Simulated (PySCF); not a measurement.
Exercise with solution: oscillator strength and radiative lifetime

GeH5Si, SMILES [SiH2][GeH3] (connectivity only; charge and spin as stated), charge +1, multiplicity 1.

Geometry optimised at B3LYP-D3(BJ)/def2-TZVP. The spin state was assumed, not searched. The isomer is the one that the SMILES or the coordinates give; other isomers of the formula were not compared.

PySCF with TDDFT-PBE/def2-SVPD puts the first singlet state with f over 0.02 at 4.15 eV (vertical), with the transition dipole (0.660, -0.161, 0.000) in atomic units.

### Question
Find the oscillator strength, the wavelength and the radiative lifetime that this transition would have in vacuum if emission retraced absorption.

### Answer

|μ|² = 0.4615 au, so |μ| = 1.73 D. ΔE = 4.15/27.211 = 0.1525 hartree. f = (2/3) ΔE |μ|² = 0.047 (the program prints 0.047).
λ = 1239.84/4.15 = 299 nm; ν = 33472 cm⁻¹.
Einstein's coefficient A = 0.6670 ν² f s⁻¹ (ν in cm⁻¹) = 3.5e7 s⁻¹, so τ = 1/A = 29 ns. This state is S3; the lower singlets have f = 0.004, 0.001. The figure is the radiative limit of this one transition; relaxation, internal conversion, crossing to triplets and a medium change what is measured.
